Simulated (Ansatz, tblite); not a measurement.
Removing and adding an electron: Zr₃O₅ (the lowest singlet isomer of a short search). Charge 0, multiplicity 1. Geometry: PBE0-D4/def2-SVP. Ansatz, gas phase; energy differences of separate SCF runs; the oxidised species was run as a doublet alone; the reduced species was run as a doublet alone.

```xyz
8

Zr    0.056   -1.413    1.072
Zr    1.228    0.867   -0.943
Zr   -1.808    0.330   -0.678
O    -1.658   -1.442   -0.141
O    -0.566    0.680   -2.016
O     1.386    2.473   -0.242
O    -0.323   -0.851    2.696
O     1.685   -0.644    0.252
```

In the def2 sets Zr takes a core potential; there is no spin–orbit coupling. The xTB rows come from tblite. The structure comes from a short search, and lower isomers may exist.

```csv
level,−HOMO (eV),vertical IE (eV),−LUMO (eV),vertical EA (eV),HOMO–LUMO gap (eV),IE − EA (eV),remarks
GFN1-xTB,8.95,11.39,8.35,5.91,0.61,5.48,–
GFN2-xTB,9.23,11.98,8.35,5.85,0.88,6.13,–
PBE-D4/def2-TZVP,4.82,7.10,3.22,–,1.60,–,–
PBE-D4/def2-TZVPD,4.83,–,3.23,1.54,1.60,–,HOMO above zero (-1 doublet)
r2SCAN-D4/def2-TZVP,4.86,6.96,2.89,–,1.97,–,–
r2SCAN-D4/def2-TZVPD,4.85,–,2.89,1.53,1.96,–,HOMO above zero (-1 doublet)
PBE0-D4/def2-TZVP,5.53,7.08,2.57,–,2.96,–,–
PBE0-D4/def2-TZVPD,5.53,–,2.57,1.53,2.96,–,–
```

   A HOMO above zero means that the electron is unbound at that level or that self-interaction error raises the level; the energy of removing that electron tells which. Raw xTB energy differences between charge states are shifted by several eV; the methods need an empirical correction for them.
